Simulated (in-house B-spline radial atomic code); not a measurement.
Radial electron density of the argon ion Ar⁶⁺, [He] 2s2 2p5 3s2 4s1. All numbers are computed (scalar-relativistic (X2C) wB97X, spin-polarised, spherical fractional occupations, exact exchange averaged over the configuration; Fermi nucleus of rms radius 3.4274 fm) with a B-spline radial code for spherical atoms, not measured.

Columns: r (bohr), 4πr²n(r) (electrons per bohr), bar.

```
 0.00286   0.4194 #
 0.00346   0.5926 #
 0.00418   0.8319 ##
 0.00505    1.162 ##
 0.00611    1.618 ###
 0.00738    2.229 #####
 0.00892    3.048 ######
  0.0108    4.133 #########
   0.013    5.481 ############
  0.0157    7.192 ###############
   0.019    9.279 ###################
   0.023    11.69 #########################
  0.0278    14.29 ##############################
  0.0336    16.86 ###################################
  0.0406    19.09 ########################################
   0.049    20.57 ###########################################
  0.0593    20.96 ############################################
  0.0716    20.06 ##########################################
  0.0865    18.07 ######################################
   0.105    15.56 #################################
   0.126    13.72 #############################
   0.153    13.27 ############################
   0.185    14.64 ###############################
   0.223    17.02 ####################################
    0.27    18.88 ########################################
   0.326    18.53 #######################################
   0.394    15.44 ################################
   0.476    10.71 ######################
   0.575    6.366 #############
   0.695    3.834 ########
    0.84    3.017 ######
    1.01    2.698 ######
    1.23    1.991 ####
    1.48    1.196 ###
    1.79   0.7964 ##
    2.16   0.7386 ##
    2.62   0.5606 #
    3.16   0.2612 #
    3.82  0.06834 
    4.62 0.009624 
    5.58 0.0006509 
    6.74 1.804e-05 
    8.15 1.514e-07
```

On this grid the curve has 2 maxima, near 0.0593, 0.27 bohr.

The 2p up radial function P(r) = rR(r), positive near the nucleus:

```csv
r (bohr),P
0.00286,0.001734
0.00418,0.003564
0.00611,0.007325
0.00892,0.01496
0.013,0.03021
0.019,0.0605
0.0278,0.1188
0.0406,0.2251
0.0593,0.4071
0.0865,0.6874
0.126,1.056
0.185,1.433
0.27,1.616
0.394,1.422
0.575,0.8918
0.84,0.3489
1.23,0.0691
1.79,0.005364
```
